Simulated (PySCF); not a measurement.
# [BiO2]+: from structure and modes to constants

These are results of PySCF, PBE0, basis Bi def2-TZVP with ECP60, O def2-TZVP (scalar-relativistic core potentials, no spin–orbit coupling, density fitting), not measurements.

The singlet minimum has D∞h symmetry. Masses (u): Bi 208.98038, O 15.99492.

```xyz
3
charge 1 multiplicity 1, angstrom
Bi    0.0000    0.0000    0.0000
O     0.0000    0.0000    1.8420
O     0.0000    0.0000   -1.8420
```

Harmonic wavenumbers (cm⁻¹): 112.5 (πu, ×2), 779.0 (σg+, ×1), 852.9 (σu+, ×1).

Q: Find the principal moments of inertia and the rotational constants. What kind of rotor is it?

A: About the centre of mass I = 108.54 u Å². With B = 16.8576/I this gives 0.1553 cm⁻¹. The molecule is linear.

Q: What is the harmonic zero-point energy?

A: Half the sum of all 4 wavenumbers, 1857/2 = 928 cm⁻¹, which is 11.1 kJ/mol (1 cm⁻¹ = 0.0119627 kJ/mol).

Q: Find the vibrational entropy and heat capacity at 298.15 K.

A: With u = 1.43878 ω/T, each mode gives S = R[u/(eᵘ−1) − ln(1−e⁻ᵘ)] and C = R u² eᵘ/(eᵘ−1)².
```
  ω (cm⁻¹)      u  S (J/(mol K))  C (J/(mol K))
112.5 (×2)  0.543          13.50           8.11
     779.0  3.759           0.94           2.87
     852.9  4.116           0.70           2.37
```
The sums over all modes are S = 28.6 and C = 21.5 J/(mol K); the softest mode gives 47 % of the entropy (each member, where degenerate).

Q: Give the standard entropy (298.15 K, 1 bar) by its translational, rotational, vibrational and spin parts, and Cp.

A: Sackur–Tetrode with M = 240.97 u gives 177.3; rotation with symmetry number 2 gives 62.4; vibration 28.6; spin R ln 1 = 0.0. The total is 268.3 J/(mol K), and Cp = 7/2 R + 21.5 = 50.6 J/(mol K).

Q: Find the bond force constant k and the stretch–stretch coupling k′ of the valence force field.

A: For linear XMX, 4π²c²ω(σg)² = (k + k′)/mX and 4π²c²ω(σu)² = (k − k′)(1 + 2mX/mM)/mX. So k + k′ = 5.719 and k − k′ = 5.945 mdyn/Å, giving k = 5.832 and k′ = -0.113 mdyn/Å.

This need not be the most stable arrangement of these atoms. Spin–orbit coupling, left out here, can matter for elements this heavy.
